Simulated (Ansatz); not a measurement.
`N[SiH2][SbH2]` + `O[SiH3]` → `[SiH3][O][SbH2]` + `N[SiH3]` at 700 K and 1 bar (cleavage of the Sb–Si bond).

Calculated with Ansatz (gas phase, PBE0-D4/def2-TZVP geometries, no zero-point term in ΔE). CBS: MP2 limit from def2 TZ/QZ plus the TZ coupled-cluster correction, frozen cores. This one scheme is used for every species. Elements past krypton have def2 core potentials. For Sb outer-core shells are correlated without core-valence functions, which leaves a few kJ/mol of doubt a bond. Each species was taken in one conformer, which may not be the lowest.

```csv
species,CCSD(T)/CBS energy (Eh),H − E (kJ/mol),S (J/(mol·K))
`N[SiH2][SbH2]`,-587.42139,220.2,451.9
`O[SiH3]`,-366.69042,144.6,321.6
`[SiH3][O][SbH2]`,-607.29789,176.6,448.9
`N[SiH3]`,-346.80422,180.7,336.3
```

H − E and S are ideal-gas, rigid-rotor, harmonic terms from PBE0-D4/def2-TZVP, for one conformer and one mirror image of each species. 1 Eh = 2625.50 kJ/mol, R = 8.31446 J/(mol·K).

**Question.** By hand: ΔE, ΔH, ΔS and ΔG.

**Answer.** ΔE = (-607.29789) + (-346.80422) − (-587.42139) − (-366.69042) = 0.00970 Eh = 25.5 kJ/mol. Δ(H − E) = 176.6 + 180.7 − 220.2 − 144.6 = -7.5, so ΔH = 18.0 kJ/mol. ΔS = 448.9 + 336.3 − 451.9 − 321.6 = 11.7 J/(mol·K). ΔG = 18.0 − 700 × (11.7)/1000 = 9.8 kJ/mol.

**Question.** By hand: the equilibrium constant, and the temperature at which ΔG would vanish if ΔH and ΔS stayed fixed.

**Answer.** log₁₀ K = −ΔG/(RT ln 10) = -0.7. ΔG = 0 at ΔH/ΔS = 1538 K, though so small a ΔS makes that figure unsure.

TΔS isn't small against ΔH here. A doubt of 5 kJ/mol in ΔE shifts log₁₀ K by 0.4 here. Other conformers and mirror images would add mixing entropy, several J/(mol·K) or more a flexible species. Modes under 60 cm⁻¹, often nearly free rotors, make the harmonic entropy too high. These are equilibria of isolated gas molecules and say nothing of rates. Largest T1 diagnostic: 0.014 (customary marks: 0.02 for closed shells, 0.045 for open ones).
